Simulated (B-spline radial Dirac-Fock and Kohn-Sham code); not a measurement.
**K-shell conversion coefficients of Re against transition energy**

These are calculated numbers from a radial B-spline solver; the model is a Dirac-Hartree-Slater potential of the neutral atom with a Latter tail (no hole, which puts coefficients of high multipoles low close above an edge), finite nucleus with surface currents. Subshells within 1 keV of threshold and pair formation are left out.

```
energy (keV)        E1       E5       M2       M3       M4      M5
        84.1     0.481     1.40     58.9      155      256     362
         100     0.311     6.69     31.8      105      281     705
         134     0.148     9.94     11.3     41.9      143     477
         151     0.109     8.66     7.43     27.5     95.9     331
         199    0.0541     4.71     2.87     10.1     34.3     116
         200    0.0534     4.65     2.83     9.90     33.6     114
         207    0.0490     4.23     2.52     8.72     29.3    98.7
         500   0.00621    0.252    0.151    0.369    0.881    2.10
         557   0.00494    0.178    0.110    0.257    0.586    1.33
         579   0.00456    0.158   0.0979    0.226    0.507    1.13
         682   0.00327   0.0947   0.0611    0.133    0.279   0.583
         683   0.00326   0.0943   0.0609    0.132    0.278   0.579
         918   0.00185   0.0394   0.0268   0.0530    0.100   0.186
        1000   0.00158   0.0309   0.0213   0.0411   0.0754   0.136
        1070   0.00140   0.0257   0.0178   0.0337   0.0606   0.107
        1150   0.00123   0.0211   0.0148   0.0274   0.0482  0.0828
        2000  0.000482  0.00523  0.00367  0.00614  0.00949  0.0141
        2160  0.000426  0.00436  0.00304  0.00504  0.00769  0.0113
```

Q: How fast do they fall between 1150 and 2160 keV?

A: As powers of the energy: E1 E^-1.68, E5 E^-2.50, M2 E^-2.51, M3 E^-2.69, M4 E^-2.91, M5 E^-3.16. Within one type (E or M) the higher multipoles fall faster.
